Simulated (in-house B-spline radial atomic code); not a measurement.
Successive ionisation energies of cadmium; each step leads to the configuration of the next row (after the last: [Ar] 3d10 4s2 4p5). NIST's values go from ground level to ground level; the uncertainty of those that are theory runs from under 0.1 % in few-electron ions to several per cent in heavy many-electron ones. Computed with a B-spline radial code for spherical atoms: non-relativistic Hartree-Fock, average of the configuration, point nuclei.

This level leaves out relativity, spin-orbit splitting included, which matters for heavy ions.

| ion | configuration | ionisation energy (eV) | tabulated value (eV) | computed minus tabulated (eV) | highest orbital | largest mean radius (bohr) |
| --- | --- | --- | --- | --- | --- | --- |
| Cd8+ | [Kr] 4d4 | 150.1 | 150 | 0.1 | 4d | 1.0193 |
| Cd9+ | [Kr] 4d3 | ? | ? | ? | ? | ? |
| Cd10+ | [Kr] 4d2 | ? | ? | ? | ? | ? |
| Cd11+ | [Kr] 4d1 | 218.3 | 218 | 0.3 | 4d | 0.95202 |
| Cd12+ | [Ar] 3d10 4s2 4p6 | 304.8 | 305 | -0.2 | 4p | 0.86979 |

**Question.** Fill in the row of Cd9+.

**Answer.** ionisation energy (eV): 172.1; tabulated value (eV): 173; computed minus tabulated (eV): -0.9; highest orbital: 4d; largest mean radius (bohr): 0.99526.

**Question.** Fill in the row of Cd10+.

**Answer.** ionisation energy (eV): 194.8; tabulated value (eV): 195; computed minus tabulated (eV): -0.2; highest orbital: 4d; largest mean radius (bohr): 0.97292.
